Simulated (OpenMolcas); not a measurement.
## Ne IV: effect of the active space

| Item | Value |
| --- | --- |
| Program | OpenMolcas |
| Method | CASSCF |
| Basis | ANO-RCC-MB |
| Scalar Hamiltonian | DKH2, point nucleus |
| Spin-orbit coupling | RASSI with atomic mean-field integrals over the reference wave functions, term energies averaged over their components |

A. 3 electrons in 3 orbitals (2p); 2S+1 = 4 odd, 1 root; 2S+1 = 2 odd, 8 roots; cost roughly 2.6 core-seconds
B. 5 electrons in 4 orbitals (2s 2p); 2S+1 = 4 odd, 1 root; 2S+1 = 2 odd, 8 roots; 2S+1 = 4 even, 3 roots; 2S+1 = 2 even, 9 roots; cost of the order of 10 core-seconds

Energies in cm-1 above 2s2 2p3 4S* 3/2.

| Level | A | B |
| --- | --- | --- |
| 2s2 2p3 4S* 3/2 | 0.0 | 0.0 |
| 2s2 2p3 2D* 3/2 | 34909 | 34903 |
| 2s2 2p3 2D* 5/2 | 34921 | 34921 |
| 2s2 2p3 2P* 1/2 | 58199 | 49333 |
| 2s2 2p3 2P* 3/2 | 58215 | 49343 |

Between A and B the level of the table that moves most is 2s2 2p3 2P* 3/2, by 8900 cm-1 (lowest in B, highest in A).

The basis is small and was not contracted for so high a charge. With the s shell closed, the reference lacks s² → p² mixing (holds for A). Only configurations of the active space appear. Levels that lie high or do not pair safely by name in every column are left out.

* marks odd parity.
